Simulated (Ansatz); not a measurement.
A trace of molecular dynamics of CH6F4Si (12 atoms, charge 0, multiplicity 1).

All numbers below come from RKS B3LYP/cc-pVDZ (Ansatz).

* ensemble: NVE (velocity Verlet)
* starting velocities drawn for: 100 K
* seed: 10198

| time (fs) | T (K) | potential energy less start (eV) | conserved less start (meV/atom) |
| --- | --- | --- | --- |
| 0 | 100 | 0.000 | 0.00 |
| 4 | 64 | 0.047 | 0.02 |
| 8 | 41 | 0.076 | 0.02 |
| 12 | 45 | 0.072 | 0.02 |
| 16 | 80 | 0.026 | 0.02 |
| 20 | 202 | -0.132 | -0.01 |
| 24 | 248 | -0.191 | 0.07 |
| 28 | 410 | -0.400 | 0.01 |
| 32 | 607 | -0.657 | -0.16 |
| 36 | 656 | -0.721 | -0.13 |
| 40 | 581 | -0.623 | -0.05 |
| 44 | 628 | -0.683 | -0.06 |
| 48 | 757 | -0.849 | -0.04 |
| 52 | 938 | -1.087 | -0.29 |
| 56 | 966 | -1.122 | -0.16 |
| 60 | 886 | -1.018 | -0.19 |
| 64 | 793 | -0.898 | -0.18 |
| 68 | 781 | -0.880 | 0.02 |
| 72 | 854 | -0.975 | -0.03 |
| 76 | 856 | -0.975 | 0.13 |
| 80 | 814 | -0.920 | 0.21 |
| 84 | 734 | -0.818 | 0.17 |
| 88 | 701 | -0.775 | 0.10 |
| 92 | 738 | -0.824 | 0.07 |
| 96 | 802 | -0.909 | -0.15 |
| 100 | 798 | -0.903 | -0.12 |

Task: Can this run be trusted? Judge the integration.

Result: The conserved energy stayed within 0.36 meV per atom of its start (net change -0.12 meV per atom), so the integration is sound. The kinetic energy rose, since the run started high on the potential surface and went downhill. It ends in pieces (CH4F2Si + FH + FH), so much of that is their flight and rotation, not heat. A run of 0.1 ps of so small a system gives no equilibrium averages. The orbitals stay closed-shell, which can raise the energy where a bond breaks towards radicals; this wasn't checked here. The time step was 0.5 fs.

Time of the run: 4.4 min on 2 threads of AMD EPYC 9R45 96-Core Processor (Zen 5), with other jobs on the host, peak memory 0.3 GiB.
